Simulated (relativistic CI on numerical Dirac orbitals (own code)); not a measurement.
Line list: Electric-dipole lines, Ir42+

Computed by Dirac-Coulomb-Breit CI, KLI orbitals optimised for each configuration, a model potential for QED, unscaled Slater integrals (own radial code, finite nucleus).

CI space (outside the closed core [Ar] 3d10): 4s²4p⁵, 4s4p⁶, 4s²4p⁴4d, 4s4p⁵4d, 4s²4p⁴4f, 4s4p⁵4f, 4p⁶4d, 4s4p⁴4d², 4s²4p³4d4f, 4p⁶4f, 4p⁵4d4f, 4p⁵4d², 4p⁴4d³, 4p⁴4d²4f. Double excitations out of closed p, d and f shells are left out; levels of such configurations are missing from the list, as are those of other unlisted configurations, and high levels can miss mixing partners.

| λ vac (nm) | Lower | Upper | A (s⁻¹) | E lower (Ry) | E upper (Ry) |
| --- | --- | --- | --- | --- | --- |
| 3.9251 | 4s4p⁶ ²S1/2 [14] | 4s4p⁵4d ²P°3/2 [85] | 1.57e+12 | 16.8049 | 40.0215 |
| 4.1354 | 4s²4p⁵ ²P°3/2 [1] | 4s²4p⁴4d ²P3/2 [23] | 8.57e+11 | 0.0000 | 22.0358 |
| 4.1543 | 4s²4p⁵ ²P°3/2 [1] | 4s²4p⁴4d ²S1/2 [22] | 3.47e+12 | 0.0000 | 21.9357 |
| 4.1568 | 4s²4p⁵ ²P°3/2 [1] | 4s²4p⁴4d ²D5/2 [21] | 2.67e+12 | 0.0000 | 21.9224 |
| 4.1637 | 4s²4p⁵ ²P°3/2 [1] | 4s²4p⁴4d ²P3/2 [20] | 1.71e+12 | 0.0000 | 21.8862 |
| 4.1967 | 4s²4p⁵ ²P°1/2 [2] | 4s²4p⁴4d ²D3/2 [46] | 2.17e+12 | 8.4651 | 30.1791 |
| 4.8069 | 4s²4p⁴4d ⁴D3/2 [3] | 4s4p⁵4d ²D°3/2 [50] | 5.67e+11 | 11.6206 | 30.5782 |
| 4.8158 | 4s²4p⁴4d ⁴D3/2 [3] | 4s4p⁵4d ²F°5/2 [48] | 2.88e+11 | 11.6206 | 30.5430 |
| 4.8347 | 4s²4p⁴4d ⁴D3/2 [3] | 4s4p⁵4d ²P°1/2 [47] | 7.97e+11 | 11.6206 | 30.4692 |
| 4.8580 | 4s²4p⁴4d ⁴D5/2 [4] | 4s4p⁵4d ²D°3/2 [50] | 5.54e+11 | 11.8200 | 30.5782 |
| 4.8876 | 4s²4p⁴4d ⁴P1/2 [5] | 4s4p⁵4d ²P°1/2 [47] | 1.04e+12 | 11.8247 | 30.4692 |
| 4.9071 | 4s²4p⁴4d ²F7/2 [8] | 4s4p⁵4d ²F°7/2 [55] | 2.97e+11 | 13.4783 | 32.0485 |
| 4.9201 | 4s²4p⁴4d ²F7/2 [6] | 4s4p⁵4d ²F°5/2 [48] | 5.65e+11 | 12.0218 | 30.5430 |
| 4.9378 | 4s²4p⁴4d ⁴F9/2 [9] | 4s4p⁵4d ²F°7/2 [55] | 7.36e+11 | 13.5935 | 32.0485 |
| 5.0160 | 4s²4p⁴4d ²G7/2 [18] | 4s4p⁵4d ²F°5/2 [76] | 7.73e+11 | 20.4837 | 38.6508 |
| 5.0562 | 4s²4p⁴4d ²P1/2 [10] | 4s4p⁵4d ²D°3/2 [54] | 6.92e+11 | 13.6307 | 31.6536 |
| 5.0691 | 4s²4p⁴4d ²D5/2 [13] | 4s4p⁵4d ²P°3/2 [58] | 9.19e+11 | 15.2866 | 33.2634 |
| 5.0692 | 4s²4p⁴4d ⁴D3/2 [3] | 4s²4p⁴4f ²F°5/2 [42] | 2.42e+11 | 11.6206 | 29.5972 |
| 5.1024 | 4s²4p⁴4d ²G9/2 [25] | 4s4p⁵4d ²F°7/2 [88] | 8.59e+11 | 22.2333 | 40.0930 |
| 5.1024 | 4s²4p⁴4d ²D3/2 [7] | 4s4p⁵4d ²D°3/2 [50] | 5.23e+11 | 12.7186 | 30.5782 |
| 5.1125 | 4s²4p⁴4d ²D3/2 [7] | 4s4p⁵4d ²F°5/2 [48] | 4.34e+11 | 12.7186 | 30.5430 |
| 5.1234 | 4s²4p⁴4d ⁴D7/2 [19] | 4s4p⁵4d ⁴D°5/2 [77] | 5.99e+11 | 21.7142 | 39.5005 |
| 5.1251 | 4s²4p⁴4d ²D5/2 [11] | 4s4p⁵4d ²D°5/2 [56] | 8.20e+11 | 14.6146 | 32.3952 |
| 5.1260 | 4s²4p⁴4d ⁴D5/2 [4] | 4s²4p⁴4f ²F°5/2 [42] | 4.90e+11 | 11.8200 | 29.5972 |
| 5.1438 | 4s²4p⁴4d ²F7/2 [8] | 4s4p⁵4d ⁴D°7/2 [53] | 3.20e+11 | 13.4783 | 31.1940 |
| 5.1758 | 4s²4p⁴4d ⁴D5/2 [4] | 4s²4p⁴4f ²G°7/2 [41] | 3.02e+11 | 11.8200 | 29.4263 |
| 5.2229 | 4s²4p⁴4d ²F7/2 [8] | 4s4p⁵4d ²D°5/2 [51] | 4.54e+11 | 13.4783 | 30.9258 |
| 5.2358 | 4s²4p⁴4d ²F7/2 [6] | 4s²4p⁴4f ²G°7/2 [41] | 3.96e+11 | 12.0218 | 29.4263 |
| 5.3310 | 4s²4p⁴4d ²F7/2 [8] | 4s4p⁵4d ⁴F°9/2 [49] | 3.54e+11 | 13.4783 | 30.5720 |
| 5.3672 | 4s²4p⁴4d ⁴F9/2 [9] | 4s4p⁵4d ⁴F°9/2 [49] | 5.46e+11 | 13.5935 | 30.5720 |
| 5.4175 | 4s²4p⁴4d ²F7/2 [6] | 4s²4p⁴4f ²G°9/2 [38] | 3.03e+11 | 12.0218 | 28.8425 |
| 5.4226 | 4s²4p⁵ ²P°3/2 [1] | 4s4p⁶ ²S1/2 [14] | 7.49e+11 | 0.0000 | 16.8049 |
| 5.4365 | 4s²4p⁴4d ⁴F5/2 [17] | 4s²4p⁴4f ⁴G°7/2 [63] | 3.68e+11 | 20.3876 | 37.1495 |
| 5.4432 | 4s²4p⁴4d ²G7/2 [18] | 4s²4p⁴4f ²H°9/2 [64] | 4.33e+11 | 20.4837 | 37.2250 |
| 5.5206 | 4s²4p⁴4d ²F7/2 [6] | 4s²4p⁴4f ⁴F°9/2 [35] | 1.62e+11 | 12.0218 | 28.5285 |
| 5.5368 | 4s4p⁶ ²S1/2 [14] | 4s4p⁵4d ²P°3/2 [58] | 7.27e+11 | 16.8049 | 33.2634 |
| 5.6914 | 4s²4p⁵ ²P°1/2 [2] | 4s²4p⁴4d ²P1/2 [29] | 1.69e+12 | 8.4651 | 24.4764 |
| 5.8445 | 4s²4p⁴4d ⁴D7/2 [19] | 4s²4p⁴4f ⁴F°9/2 [65] | 4.32e+11 | 21.7142 | 37.3059 |
| 5.8780 | 4s²4p⁵ ²P°1/2 [2] | 4s²4p⁴4d ²D3/2 [28] | 9.21e+11 | 8.4651 | 23.9681 |
| 5.8818 | 4s²4p⁴4f ⁴F°9/2 [35] | 4s²4p³4d4f ⁴G11/2 [184] | 3.71e+11 | 28.5285 | 44.0216 |
| 5.8900 | 4s²4p⁴4d ⁴F9/2 [9] | 4s²4p⁴4f ⁴G°11/2 [39] | 4.17e+11 | 13.5935 | 29.0649 |
| 5.9025 | 4s²4p⁴4d ²F7/2 [27] | 4s²4p⁴4f ²G°9/2 [73] | 3.58e+11 | 22.7353 | 38.1740 |
| 5.9116 | 4s²4p⁴4d ²G9/2 [25] | 4s²4p⁴4f ²H°11/2 [68] | 4.02e+11 | 22.2333 | 37.6482 |
| 5.9612 | 4s²4p⁵ ²P°3/2 [1] | 4s²4p⁴4d ²D5/2 [13] | 7.38e+11 | 0.0000 | 15.2866 |
| 6.0691 | 4s²4p⁵ ²P°3/2 [1] | 4s²4p⁴4d ²D3/2 [12] | 5.58e+11 | 0.0000 | 15.0149 |

Terms are leading LS components. Brackets give the number of a level in order of energy, since labels repeat. The list gives strong lines, with weight on those to low levels, without lines whose two gauges differ by over a factor of 2.5, among the lowest 200 of 2245 levels, so that lines to higher ones, which can be the strongest, are missing. Levels whose partners in the same complex of configurations lie outside the list can be far off, and so can their lines. Rates are taken at the computed energies, electric ones in the length gauge.

At this charge energies of transitions that change n are usually good to better than 1 %, and those within a shell (Δn = 0) to a few per cent.

LS names give the leading component of a level, which can be under half, so a name can repeat, a term be missing and a line seem to break the LS rules.
